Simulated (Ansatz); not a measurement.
System: BNH$_{4}$, charge 0, triplet. This triplet is an excited state, 4.5 eV above the singlet at CCSD(T)/cc-pVQZ (Ansatz, a first-principles code). BNH4 (parent SMILES BN, triplet).
B3LYP-D3(BJ)/def2-TZVP minimum from Ansatz:
```xyz
6

B     -0.7870    -0.0736    -0.2274
N      0.6269    -0.0138     0.0546
H     -1.4639    -0.5859     0.6735
H     -1.3479     1.0296    -0.2511
H      1.0217     0.4301     0.8798
H      1.3373    -0.4091    -0.5469
```
Charge 0, spin multiplicity 3.

Total energies in aug-cc-pVDZ, 12 correlated electrons, 2 frozen orbitals. Open shells are spin-unrestricted; no spin-orbit coupling. Correlated methods leave the cores frozen. No relativity. The T1 diagnostic of H4BN (parent SMILES BN, triplet) reaches 0.049 in the sets run. The spin of H4BN (parent SMILES BN, triplet) was assumed, and the state is the lowest solution found for it.

| method | program | energy (Eh) | minus CCSDT(Q) (mEh) |
|---|---|---|---|
| HF | Ansatz | -81.35175 | 305.65 |
| MP2 | Ansatz | -81.60766 | 49.73 |
| CCSD | Ansatz | -81.64618 | 11.22 |
| CCSD(T) | Ansatz | -81.65557 | 1.83 |
| CCSDT(Q) | Ansatz | -81.65740 | 0.00 |

Rough core times of Ansatz's runs on a shared machine: CCSD(T) under 20 s, CCSDT(Q) 10 min.
